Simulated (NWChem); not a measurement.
All runs are NWChem calculations. System: HClSn, charge 0, spin multiplicity 1, at a geometry optimised with PBE0/def2-SVP with def2 effective core potentials on Sn. The structure started from a generated list of species. Level: PBE/def2-SVP with def2 effective core potentials on Sn.

The NWChem input:

```
start mol
memory heap 200 mb stack 900 mb global 1100 mb
geometry units angstroms nocenter noautoz
  Sn    -0.422082     0.422546     0.000000
  H      0.817466     1.711195     0.000000
  Cl     1.193331    -1.343440     0.000000
  symmetry group Cs
end
basis spherical
  * library def2-svp
end
ecp
  Sn library def2-ecp
end
dft
  xc xpbe96 cpbe96
  semidirect memsize 60000000 filesize 0
  iterations 100
end
task dft energy
```

Part of the output:

```
             Northwest Computational Chemistry Package (NWChem) 7.3.0
             --------------------------------------------------------

                                NWChem Input Module
                                -------------------

 Scaling coordinates for geometry "geometry" by  1.889725989
 (inverse scale =  0.529177249)

 Turning off AUTOSYM since
 SYMMETRY directive was detected!

                             Geometry "geometry" -> ""
                             -------------------------

 Output coordinates in angstroms (scale by  1.889725989 to convert to a.u.)

  No.       Tag          Charge          X              Y              Z
 ---- ---------------- ---------- -------------- -------------- --------------
    1 Sn                  50.0000    -0.42208200     0.42254600     0.00000000
    2 H                    1.0000     0.81746600     1.71119500     0.00000000
    3 Cl                  17.0000     1.19333100    -1.34344000     0.00000000

 Effective nuclear repulsion energy (a.u.)     205.6560283337

            Nuclear Dipole moment (a.u.)
            ----------------------------
        X                 Y               Z
 ---------------- ---------------- ----------------
    -0.0000132281     0.0000283459     0.0000000000

      Symmetry information
      --------------------

 Group name             Cs
 Group number              2
 Group order               2
 No. of unique centers     3

      Symmetry unique atoms

     1    2    3


 Summary of "ao basis" -> "" (spherical)
 ------------------------------------------------------------------------------
       Tag                 Description            Shells   Functions and Types
 ---------------- ------------------------------  ------  ---------------------
 *                          def2-svp                  on all atoms

 Summary of "ao basis" -> "ao basis" (spherical)
 ------------------------------------------------------------------------------
       Tag                 Description            Shells   Functions and Types
 ---------------- ------------------------------  ------  ---------------------
 Sn                         def2-svp                10       26   4s4p2d
 H                          def2-svp                 3        5   2s1p
 Cl                         def2-svp                 8       18   4s3p1d

 Summary of "ao basis" -> "ao basis" (spherical)
 ------------------------------------------------------------------------------
       Tag                 Description            Shells   Functions and Types
 ---------------- ------------------------------  ------  ---------------------
 Sn                         def2-svp                10       26   4s4p2d
 H                          def2-svp                 3        5   2s1p
 Cl                         def2-svp                 8       18   4s3p1d

      Symmetry analysis of basis
      --------------------------

        a'         35
        a"         14

            General Information
            -------------------
          SCF calculation type: DFT
          Wavefunction type:  closed shell.
          No. of atoms     :     3
          No. of electrons :    40
           Alpha electrons :    20
            Beta electrons :    20
          Charge           :     0
          Spin multiplicity:     1
          Use of symmetry is: on ; symmetry adaption is: on
          Maximum number of iterations: 100
          AO basis - number of functions:    49
                     number of shells:    21
[...]
 d= 0,ls=0.0,diis     4   -674.7860352185 -3.44D-03  2.50D-03  6.71D-03     1.4
 d= 0,ls=0.0,diis     5   -674.7873134357 -1.28D-03  5.27D-04  2.98D-04     1.6
  Resetting Diis
 d= 0,ls=0.0,diis     6   -674.7873650765 -5.16D-05  1.23D-04  2.76D-05     1.7
 d= 0,ls=0.0,diis     7   -674.7873711770 -6.10D-06  8.12D-05  1.27D-06     1.9
 d= 0,ls=0.0,diis     8   -674.7873702371  9.40D-07  5.16D-05  6.24D-06     2.0
 d= 0,ls=0.0,diis     9   -674.7873714803 -1.24D-06  6.54D-06  5.23D-08     2.1
 d= 0,ls=0.0,diis    10   -674.7873714897 -9.47D-09  1.91D-06  5.22D-09     2.2

         Total DFT energy =     -674.787371489739
      One electron energy =    -1196.262367585652
           Coulomb energy =      475.811163540853
    Exchange-Corr. energy =      -46.461695512113
 Nuclear repulsion energy =       92.125528067174

 Numeric. integr. density =       40.000009748655

     Total iterative time =      1.8s

                  Occupations of the irreducible representations
                  ----------------------------------------------

                     irrep           alpha         beta
                     --------     --------     --------
                     a'               15.0         15.0
                     a"                5.0          5.0

                       DFT Final Molecular Orbital Analysis
                       ------------------------------------

 Vector   18  Occ=2.000000D+00  E=-2.729847D-01  Symmetry=a"
              MO Center=  1.1D+00, -1.2D+00, -6.1D-17, r^2= 1.6D+00
   Bfn.  Coefficient  Atom+Function         Bfn.  Coefficient  Atom+Function
  ----- ------------  ---------------      ----- ------------  ---------------
    44      0.612008  3 Cl pz                41      0.449536  3 Cl pz
    38      0.264270  3 Cl pz                13      0.143136  1 Sn pz
    16      0.126110  1 Sn pz                10     -0.047909  1 Sn pz
     7     -0.044869  1 Sn pz                18      0.038311  1 Sn d -1
    20      0.037262  1 Sn d  1              23     -0.033189  1 Sn d -1

 Vector   19  Occ=2.000000D+00  E=-2.681363D-01  Symmetry=a'
              MO Center=  7.7D-01, -1.0D+00, -2.2D-16, r^2= 2.5D+00
   Bfn.  Coefficient  Atom+Function         Bfn.  Coefficient  Atom+Function
  ----- ------------  ---------------      ----- ------------  ---------------
    43      0.512522  3 Cl py                40      0.381968  3 Cl py
    42      0.248911  3 Cl px                 3     -0.229630  1 Sn s
    37      0.223757  3 Cl py                11      0.196168  1 Sn px
    39      0.182244  3 Cl px                14      0.139889  1 Sn px
     4     -0.114876  1 Sn s                 36      0.107426  3 Cl px

 Vector   20  Occ=2.000000D+00  E=-2.139556D-01  Symmetry=a'
              MO Center=  9.8D-02,  3.0D-01,  4.1D-16, r^2= 3.9D+00
   Bfn.  Coefficient  Atom+Function         Bfn.  Coefficient  Atom+Function
  ----- ------------  ---------------      ----- ------------  ---------------
     3      0.356748  1 Sn s                 42      0.353042  3 Cl px
    11     -0.318075  1 Sn px                27     -0.307039  2 H  s
    28     -0.290179  2 H  s                  4      0.272077  1 Sn s
    39      0.243884  3 Cl px                14     -0.163358  1 Sn px
    36      0.142126  3 Cl px                 2     -0.139413  1 Sn s

 Vector   21  Occ=0.000000D+00  E=-1.355516D-01  Symmetry=a"
              MO Center= -3.1D-01,  3.3D-01, -2.1D-15, r^2= 3.5D+00
   Bfn.  Coefficient  Atom+Function         Bfn.  Coefficient  Atom+Function
  ----- ------------  ---------------      ----- ------------  ---------------
    13      0.588349  1 Sn pz                16      0.532953  1 Sn pz
    44     -0.265308  3 Cl pz                10     -0.179646  1 Sn pz
     7     -0.166829  1 Sn pz                41     -0.163945  3 Cl pz
    38     -0.094859  3 Cl pz

 Vector   22  Occ=0.000000D+00  E=-4.931251D-02  Symmetry=a'
              MO Center= -3.7D-01,  3.5D-01, -1.3D-15, r^2= 4.4D+00
   Bfn.  Coefficient  Atom+Function         Bfn.  Coefficient  Atom+Function
  ----- ------------  ---------------      ----- ------------  ---------------
    15      0.702039  1 Sn py                12      0.403054  1 Sn py
    14     -0.382877  1 Sn px                35      0.376317  3 Cl s
    42     -0.335263  3 Cl px                43      0.310618  3 Cl py
     3     -0.280286  1 Sn s                 11     -0.248288  1 Sn px
    39     -0.164462  3 Cl px                34      0.162705  3 Cl s

 Vector   23  Occ=0.000000D+00  E= 1.258578D-02  Symmetry=a'
              MO Center= -3.0D-01,  5.1D-01, -1.3D-15, r^2= 4.6D+00
   Bfn.  Coefficient  Atom+Function         Bfn.  Coefficient  Atom+Function
  ----- ------------  ---------------      ----- ------------  ---------------
    28      1.164240  2 H  s                 14     -0.807877  1 Sn px
     3     -0.615766  1 Sn s                 15     -0.601072  1 Sn py
    11     -0.349686  1 Sn px                 4     -0.288521  1 Sn s
    27      0.265724  2 H  s                 12     -0.229547  1 Sn py
    43      0.225422  3 Cl py                 2      0.168395  1 Sn s

 center of mass
 --------------
 x =  -0.08855510 y =   0.05606071 z =   0.00000000

 moments of inertia (a.u.)
 ------------------
         310.608794815701         269.490108896771           0.000000000000
         269.490108896771         254.035342401583           0.000000000000
           0.000000000000           0.000000000000         564.644137217284

     Multipole analysis of the density
     ---------------------------------

     L   x y z        total         alpha         beta         nuclear
     -   - - -        -----         -----         ----         -------
     0   0 0 0     -0.000000    -20.000000    -20.000000     40.000000

     1   1 0 0     -0.746347    -11.539838    -11.539838     22.333328
     1   0 1 0      0.566754     11.462309     11.462309    -22.357864
     1   0 0 1     -0.000000     -0.000000     -0.000000      0.000000

     2   2 0 0    -30.034822    -66.434099    -66.434099    102.833376
     2   1 1 0     -0.251012     53.045324     53.045324   -106.341659
     2   1 0 1     -0.000000     -0.000000     -0.000000      0.000000
     2   0 2 0    -29.717529    -81.884621    -81.884621    134.051714
     2   0 1 1      0.000000      0.000000      0.000000      0.000000
     2   0 0 2    -25.539701    -12.769851    -12.769851      0.000000

 Task  times  cpu:        2.2s     wall:        2.2s

 Total times  cpu:        2.2s     wall:        2.2s
```
